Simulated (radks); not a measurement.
Results of a calculation; reference values are marked as such.
Q: Sn4+, 46 electrons, occupied as [Kr] 4d10. Level of theory: scalar-relativistic Kohn-Sham, RPBE, spin-polarised, spherical densities, finite nucleus; Fermi nuclear charge, rms radius 4.6519 fm (a radial shooting solver on a logarithmic mesh with Libxc functionals). Some entries of the table are withheld. Estimate them.

orbital,occ.,eigenvalue (eV),<r^2> (bohr^2)
1s,2,-29057.15,0.001143
2s,2,-4422.821,0.01857
2p,6,-3974.419,(1)
3s,2,(2),0.1316
3p,6,-741.3692,0.1323
3d,10,(3),0.1174
4s,2,(4),0.7567
4p,6,(5),0.8905
4d,10,-67.6183,(6)

A: 
(1) 2p <r^2> (bohr^2): 0.01466
(2) 3s eigenvalue (eV): -887.9055
(3) 3d eigenvalue (eV): -515.9391
(4) 4s eigenvalue (eV): -176.2882
(5) 4p eigenvalue (eV): -131.9979
(6) 4d <r^2> (bohr^2): 1.342
